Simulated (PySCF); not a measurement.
H3Zr, SMILES [ZrH3+] (connectivity only; charge and spin as stated), charge +1, multiplicity 1.

The structure is a stationary point at PBE0-D3(BJ)/def2-TZVPD. The geometry has at least one imaginary mode, so it is a saddle point at that level. The spin state was assumed, not searched. The def2 effective core potentials stand for the cores of Zr; spin–orbit coupling is left out.

Method: PBE/def2-TZVPD (PySCF).

The molecule is in vacuum.

```json
{
  "total_energy": "-48.45350 hartree",
  "point_group": "D3h",
  "highest_occupied_level": "-13.12 eV",
  "lowest_empty_level": "-10.54 eV",
  "orbital_gap": "2.58 eV",
  "dipole_moment_about_the_centre_of_nuclear_charge": "0.00 D",
  "mean_static_polarisability": "38.3 bohr³ (5.68 Å³)",
  "polarisability_principal_values": "22.8, 46.1, 46.1 bohr³"
}
```
